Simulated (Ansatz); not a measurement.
Consider the hydrogenolysis of the Si–F bond: `C[SiH](F)B[SiH3]` + H₂ → `C[SiH2]B[SiH3]` + H–F.

Program: Ansatz. Geometries: PBE0-D4/def2-TZVP. ΔE: electronic, gas phase. CBS: MP2 limit from def2 TZ/QZ plus the TZ coupled-cluster correction, frozen cores. This one scheme is used for every species. Functionals use def2-TZVPP. One conformer a species, not always the lowest.

```csv
level,ΔE (eV)
r2SCAN,1.26
PBE0,1.11
SCS-MP2/def2-QZVPP,1.23
MP2/CBS(def2),1.22
```

Q: What does CCSD(T)/CBS give? (Estimate.)

A: Ansatz gave: +1.18 eV. The listed levels differ from it by 0.08, -0.07, 0.05, 0.04 eV.

Largest T1 diagnostic among the species: 0.013.
